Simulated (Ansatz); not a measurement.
Saddle point of SiH2Cl3F, singlet (SiHCl₃ ([Cl][SiH]([Cl])[Cl]) + HF → SiCl₃F ([F][Si]([Cl])([Cl])[Cl]) + H₂; bonds formed: Si1–F7, H2–H6; bonds broken: Si1–H2, H6–F7), PBE0-D4/def2-TZVP structure:

Si1  (-0.329, -0.052, -0.075)
H2  (1.232, -0.562, -0.304)
Cl3  (-0.806, -1.623, -1.338)
Cl4  (-1.305, -0.573, 1.622)
Cl5  (-1.019, 1.543, -1.116)
H6  (1.388, 0.205, 0.304)
F7  (0.838, 1.062, 0.907)
(Å)

Energies are electronic, without zero-point energy. Barriers and step energies count from the start structure reached by relaxing down the imaginary mode; all methods use the PBE0-D4 structures, on which another method's saddle can fall below an end. Computed with Ansatz 0.2.0 (basis: def2-TZVPP, with def2-QZVPP for the basis limit); correlated methods freeze the cores. B3LYP uses VWN-RPA correlation. Extrapolation: Hartree–Fock as exp(−7.88 √X), correlation as X^−2.97.

| method | barrier (eV) | step energy (eV) |
| --- | --- | --- |
| SPW92 | 0.998 | -0.993 |
| PBE-D4 | ? | -1.044 |
| BLYP-D4 | 1.536 | -1.139 |
| r2SCAN-D4 | 1.428 | -1.197 |
| B97M-V | 1.558 | -1.234 |
| PBE0-D4 | 1.549 | -1.051 |
| B3LYP-D4 | ? | -1.136 |
| r2SCAN0-D4 | 1.582 | -1.164 |
| BHLYP-D4 | 1.866 | -1.159 |
| CAM-B3LYP-D4 | 1.645 | -1.155 |
| wB97X-V | 1.634 | -1.133 |
| wB97M-V | 1.587 | -1.149 |
| B2PLYP | 1.701 | -1.151 |
| PBE-QIDH | 1.664 | -1.104 |
| RPA on PBE | 1.732 | -1.121 |
| HF | 2.419 | -1.187 |
| MP2 | ? | -1.158 |
| CCSD | 1.867 | -1.119 |
| CCSD(T) | 1.750 | -1.124 |

Fill in the withheld barriers. (Judge from chemistry; the value comes from the calculation.)

By the calculation: PBE-D4 1.358; B3LYP-D4 1.662; MP2 1.678 eV. Each is the energy of the saddle less that of the start structure, by the same method.

For comparison, the barrier by CCSD(T) at an estimated basis limit (MP2 extrapolated from triple and quadruple zeta, plus CCSD(T) − MP2 in triple zeta) is 1.717 eV.

T1 diagnostic: at most 0.011.

Labels in which every atom is bracketed show which atoms are joined, not bond orders.

For scale, one of the runs: CCSD(T)/def2-TZVPP, 227 basis functions (an equivalent command: `ansatz run in.yaml --threads 4`). Hardware: 4 CPU threads, shared host. Wall time 98 s; peak host memory 3.5 GiB.
